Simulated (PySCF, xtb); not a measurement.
H5InN2O, SMILES [NH2][In]([NH2])[OH].

xtb with GFN2-xTB at its own geometry gives an orbital gap of 2.94 eV and a dipole moment of 3.20 D.

Coordinates come from a PBE-D3(BJ)/def2-SVP optimisation. The structure was generated by enumeration; whether it is a known compound was not checked. The def2 effective core potentials stand for the cores of In; spin–orbit coupling is left out. The values are those of a single conformer.

### Question
What does B3LYP/def2-TZVP (PySCF) give? (An estimate is asked for; the answer gives what the named calculation found.)

### Answer
gap 5.21 eV (levels -6.98 and -1.77 eV), dipole 3.12 D.
